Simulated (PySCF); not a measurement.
**Computed structure and properties of GdCl3(H2O)**

System: GdCl3(H2O) (singlet in the valence; each metal's 4f electrons, 7 of them, lie in its core potential, out of spins and levels); start: template (Cs). Method: PySCF 2.14.0, RKS PBE0, Gd lcecp-1-SVP with ECP53, Cl def2-SVP, O def2-SVP, H def2-SVP; non-relativistic Hamiltonian with scalar-relativistic core potentials where named; density fitting; no spin-orbit coupling.

Input of the relaxation:

```python
mol = gto.M(atom='''
Gd    -0.09538     0.09538    -0.09538
Cl     1.42552     1.61628     1.42552
Cl    -1.61628    -1.42552     1.42552
Cl     1.42552    -1.42552    -1.61628
O     -1.52288     1.52288    -1.52288
H     -1.86348     2.40798    -1.31908
H     -1.86348     1.31908    -2.40798''',
    basis={'Gd': 'lcecp-1-SVP', 'Cl': 'def2-SVP', 'O': 'def2-SVP', 'H': 'def2-SVP'},
    ecp={'Gd': 'lcecp-1-SVP'},
    charge=0, spin=0)
mf = dft.RKS(mol, xc='PBE0')
mf.grids.atom_grid = (50, 194)  # f atoms: unpruned, at least (60, 302)
mf = mf.density_fit()  # fitting sets: Gd AutoAux, Cl def2-universal-JKFIT, O def2-universal-JKFIT, H def2-universal-JKFIT
mf.conv_tol = 1e-08; mf.max_cycle = 55
mf.kernel(dm0)  # dm0: converged density of the start geometry
# quasi-Newton relaxation in Cartesian coordinates to a largest gradient under 0.00045 Eh/bohr, steps kept in the point group
```

Run from Python with OMP_NUM_THREADS=2; the lines above give its settings. Where DIIS fails, smearing, a level shift and second-order steps follow.
It took 2 min on 2 threads of Intel(R) Xeon(R) Platinum 8259CL CPU @ 2.50GHz (Skylake/Cascade Lake), with other jobs on the host, from the converged density of the start.

Course of the relaxation:

| step | energy above end (eV) | largest force component within the symmetry (eV/Å) |
| --- | --- | --- |
| 0 | 0.4511 | 0.947 |
| 1 | 0.1852 | 0.497 |
| 2 | 0.0806 | 0.200 |
| 3 | 0.0624 | 0.134 |
| 4 | 0.0179 | 0.121 |
| 5 | 0.0084 | 0.117 |
| 6 | 0.0028 | 0.019 |
| 7 | 0.0024 | 0.015 |
| 11 | 0.0006 | 0.039 |
| 12 | 0.0003 | 0.042 |
| 13 | 0.0002 | 0.030 |
| 14 | 0.0001 | 0.024 |
| 15 | 0.0001 | 0.025 |
| 16 | 0.0000 | 0.012 |
(The steps between are left out.)

Relaxed geometry (Cs):

```xyz
7

Gd   -0.0278   -0.0532    0.0532
Cl    1.0784    1.8972    1.1940
Cl   -1.7374   -1.3505    1.3505
Cl    1.0784   -1.1940   -1.8972
O    -1.3614    1.3528   -1.3528
H    -1.5704    2.2802   -1.1782
H    -1.5704    1.1782   -2.2802
```

| contact | Å |
| --- | --- |
| Gd1–Cl2 (Cl) | 2.516 |
| Gd1–Cl3 (Cl) | 2.508 |
| Gd1–Cl4 (Cl) | 2.516 |
| Gd1–O5 (H2O) | 2.394 |

On the finer grid (75, 302):

| Item | Value |
| --- | --- |
| HOMO | -8.42 eV |
| LUMO | -1.45 eV |
| Dipole about the centre of mass | 5.78 D |
| Set of Mulliken populations of Gd1 outside the core potential | s 2.26, p 6.41, d 1.40, f 0.05 |
| D3(BJ) dispersion energy (not in the energies) | -0.195 eV |

```csv
atom,Mulliken (e),Löwdin (e),spin (e)
Gd1,0.88,-0.09,0.00
Cl2,-0.36,-0.07,0.00
Cl3,-0.36,-0.06,0.00
Cl4,-0.36,-0.07,0.00
O5,-0.29,0.01,0.00
H6,0.25,0.14,0.00
H7,0.25,0.14,0.00
```

The 4f levels lie in the core potential and are missing. Their spin isn't counted.

On the grid (50, 194), as all that follows. Harmonic modes: 1 unstable but soft, so probably a saddle point, though modes this soft are near the noise (counted below −25 cm⁻¹); lowest -40 cm⁻¹ (negative: unstable), highest 3931 cm⁻¹, zero-point energy 0.732 eV.

Taking off one Cl (charge -1, singlet; the rest: singlet) in vacuum, both parts rigid, costs 8.95 eV; the small basis without counterpoise inflates it. Most of it is the attraction of opposite charges; other ways to part are cheaper, and one spin state was tried for the rest.

Rigid scan of Cl along the line from its metal:

(distance to Cl2 (Å), energy (eV)): (2.22, 0.759), (2.32, 0.295), (2.42, 0.065), (2.52, 0.000), (2.62, 0.051), (2.72, 0.181), (2.92, 0.582), (3.22, 1.320), (3.62, 2.280), (4.12, 3.265)

Taking off one H2O (charge 0, singlet; the rest: singlet) in vacuum, both parts rigid, costs 1.53 eV; the small basis without counterpoise inflates it.

Rigid scan of H2O along the line from its metal:

| distance to O5 (Å) | energy (eV) |
| --- | --- |
| 2.09 | 0.439 |
| 2.19 | 0.165 |
| 2.29 | 0.035 |
| 2.39 | 0.000 |
| 2.49 | 0.025 |
| 2.59 | 0.087 |
| 2.79 | 0.262 |
| 3.09 | 0.540 |
| 3.49 | 0.840 |
| 3.99 | 1.088 |

One start shape was tried, so this needn't be the lowest isomer.

An lcecp potential fixes the number of 4f electrons, so in runs with it no electron can move into or out of that shell.
